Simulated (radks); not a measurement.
The numbers below are computed, except where a source is named.
Problem. Ionisation of Li+, [He], to Li2+, 1s1, under several functionals. Dirac Kohn-Sham, spin-unpolarised, spherical densities, point nucleus; a radial shooting solver on a logarithmic mesh with Libxc functionals. Known Delta-SCF values: exchange-only LDA 76.246 eV; LDA (Slater exchange, Perdew-Zunger correlation) 78.129 eV. What does exchange-only PBE give, and what is its highest occupied eigenvalue?

Solution. 78.506 eV by Delta-SCF; the 1s1/2 eigenvalue is -59.587 eV. NIST: 75.640 eV (theoretical).

Beside tabulated values, note that spin-unpolarised runs miss the spin-polarisation part of the exchange energy of open shells.
